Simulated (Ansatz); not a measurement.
Reaction (cleavage of the B–Al bond): `[BH2][Al]([CH3])[CH3]` + `C[NH][ZnH]` → `B[N](C)[ZnH]` + `[CH3][AlH][CH3]`

Computed with Ansatz on PBE0-D4/def2-TZVP structures; ΔE is electronic, products minus reactants. CCSD(T)/CBS is the MP2 limit (def2-TZVPP, def2-QZVPP) plus CCSD(T) − MP2 in def2-TZVPP, frozen cores. DFT in def2-TZVPP. B3LYP here is the variant with VWN-RPA as its local correlation; programs differ in this. For Zn outer-core shells are correlated without core-valence functions, which leaves a few kJ/mol of doubt a bond. Scalar relativity is left out up to krypton.

```
         level  ΔE (kJ/mol)
     r2SCAN-D4       -199.3
      B3LYP-D4       -198.4
        B2PLYP       -200.2
          PBE0       -192.7
 HF/def2-TZVPP       -191.2
MP2/def2-QZVPP       -205.0
  HF/CBS(def2)       -191.0
 MP2/CBS(def2)       -203.2
```

Q: What does CCSD(T)/CBS give? (Estimate.)

A: Ansatz gave: -195.9 kJ/mol. The listed levels differ from it by -3.4, -2.5, -4.3, 3.2, 4.7, -9.1, 4.9, -7.3 kJ/mol.

Largest T1 diagnostic among the species: 0.016.

The D4 term adds −3.3 kJ/mol with B3LYP and −1.5 kJ/mol with PBE0; it sums over pairs of atoms, weighted by their polarisabilities, and B3LYP, whose exchange is more repulsive, gets the larger term. In def2-TZVPP, CCSD(T) changes the Hartree–Fock value by −9.2 kJ/mol (the triples alone add −3.6 kJ/mol) and MP2 by −16.5 kJ/mol.
